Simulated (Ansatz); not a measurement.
Calculated with Ansatz (gas phase, PBE0-D4/def2-TZVP geometries, no zero-point term in ΔE). CBS: MP2 limit from def2 TZ/QZ plus the TZ coupled-cluster correction, frozen cores. DFT in def2-TZVPP. B3LYP here is the variant with VWN-RPA as its local correlation; programs differ in this. Elements past krypton have def2 core potentials. For Sn outer-core shells are correlated without core-valence functions, which leaves a few kJ/mol of doubt a bond. Each species was taken in one conformer, which may not be the lowest.

Consider the substitution at a C–O bond: `C[O][Sn][Cl]` + `CN[SiH3]` → `CN(C)[SiH3]` + `[OH][Sn][Cl]`.

```tsv
level	ΔE (kJ/mol)	difference from CCSD(T)/CBS
revPBE-D4	-18.3	-0.4
r2SCAN-D4	-16.1	1.8
B97M-V	-14.5	3.4
B3LYP-D4	-11.9	6.0
ωB97M-V	-16.9	1.0
PBE	-14.5	3.4
PBE0	-16.1	1.8
r2SCANh	-16.3	1.6
BHLYP	-11.1	6.8
RPA@PBE/def2-TZVPP	-16.4	1.5
CCSD(T)/def2-SVP	-10.0	7.9
HF/def2-TZVPP	-8.0	9.9
MP2/def2-TZVPP	-21.4	-3.5
CCSD/def2-TZVPP	-17.3	0.6
CCSD(T)/def2-TZVPP	-18.0	-0.1
CCSD/CBS(def2)	-17.2	0.7
CCSD(T)/CBS	-17.9	0
```

**Question.** What do rigid-rotor, harmonic-oscillator terms from PBE0-D4/def2-TZVP frequencies (298.15 K, 1 bar) make of the CCSD(T)/CBS value? (Estimate.)

**Answer.** Computed: ΔZPE = -0.7 kJ/mol, ΔH = -20.0 kJ/mol, ΔS = -13 J/(mol·K), ΔG = -16.1 kJ/mol.

Largest T1 diagnostic among the species: 0.017.

At CCSD(T), def2-SVP lies +7.9 kJ/mol from the extrapolated value and def2-TZVPP −0.1 kJ/mol. Leaving LDA and LC-ωPBE aside and taking each functional with its dispersion term where it has one, the values, not all of them listed here, spread over 8.0 kJ/mol, from PBE-QIDH to BLYP-D4. LDA lies −5.3 kJ/mol from PBE without D4.
